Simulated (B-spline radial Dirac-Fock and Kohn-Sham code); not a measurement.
Kohn-Sham estimates against Dirac-Fock for the levels of Tl²⁺

System: the Tl²⁺ ion, configuration [Xe] 4f14 5d10 6s1.

The density-functional columns are spherical, spin-unpolarised Dirac-Kohn-Sham results without Breit or QED terms: −ε is minus the orbital energy of the initial state and ΔSCF the difference of two total energies. The reference in the last column comes from ΔSCF Dirac-Fock with Breit, self-energy and vacuum polarisation, finite nucleus, configuration average. All numbers are from a B-spline atomic structure program, in eV; a selection of levels is shown. For the 1s level of heavy atoms much of the gap between ΔSCF and the reference is the Breit and QED part, -473.7 eV here; for other levels the error of the functional can be larger.

```csv
level,LDA −ε,LDA ΔSCF,PBE −ε,PBE ΔSCF,Dirac-Fock
K,85383.6,86014.7,85450.7,86084.1,85551.2
L1,15207.2,15324.9,15217.3,15334.6,15378.8
L2,14608.6,14761.2,14613.3,14765.8,14724.5
L3,12545.4,12672.0,12547.9,12674.3,12682.4
M1,3642.8,3677.9,3645.5,3680.3,3738.2
M2,3370.8,3408.6,3371.8,3409.5,3446.3
M3,2912.3,2945.9,2912.7,2946.2,2987.5
M4,2459.5,2500.1,2459.2,2499.7,2511.9
M5,2361.5,2400.5,2361.1,2400.1,2415.6
N1,826.2,842.5,827.4,843.7,879.8
N2,708.8,725.0,709.3,725.5,753.7
N3,597.1,612.3,597.7,612.9,641.5
N4,404.5,419.5,404.4,419.5,436.0
N5,383.6,398.4,383.6,398.4,415.1
N6,134.7,149.1,134.1,148.6,147.4
N7,130.1,144.4,129.5,143.8,143.0
O2,109.3,118.0,108.8,117.5,122.4
O3,88.81,97.09,88.57,96.86,102.4
O4,34.79,41.95,34.51,41.67,40.09
O5,32.52,39.53,32.26,39.26,37.89
P1,25.80,30.58,25.35,30.13,28.11
```

Q: Order the estimates of the K (1s) level by their distance from the Dirac-Fock value, nearest first.
A. PBE −ε
B. PBE ΔSCF
C. LDA ΔSCF
D. LDA −ε

A: A (100.5 eV), D (167.6 eV), C (463.5 eV), B (532.9 eV).

An eigenvalue near the reference for a deep level is a cancellation of errors: it lacks relaxation, carries self-interaction and omits Breit and QED terms.

For the outermost level NIST gives 29.852 eV (measured); the differences from it are LDA −ε -4.05, LDA ΔSCF +0.73, PBE −ε -4.50, PBE ΔSCF +0.27, Dirac-Fock -1.74 eV.

Values without a named source are computed, but for edge energies of neutral atoms, which are taken from tables.
